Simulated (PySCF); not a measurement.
Computed IR spectrum (relative IR intensity) of a molecule C3H9Ge, multiplicity 2. Coordinates come from a ωB97X-D3(BJ)/def2-SVP optimisation. One conformer was computed; it need not be the lowest. Method: ωB97X-D3(BJ)/def2-SVP (PySCF 2.14.0). Frequencies are harmonic and unscaled.

Lines under 2 % of the strongest are left out, and lines within 2 cm⁻¹ are merged.

ν (cm⁻¹): 609 (s), 710 (vw), 842 (vs), 1256 (w), 1269 (vw), 1445 (w), 1456 (w), 3060 (m), 3161 (w), 3185 (w) (against the strongest line: vs over 80 %, s over 45 %, m over 15 %, w over 4 %, vw less)

Q: Pick the molecule that these values belong to.
A) C[CH][CH2][GeH3]
B) [CH3][Ge]([CH3])[CH3]
C) C[C](C)[GeH3]

A: B, [CH3][Ge]([CH3])[CH3]
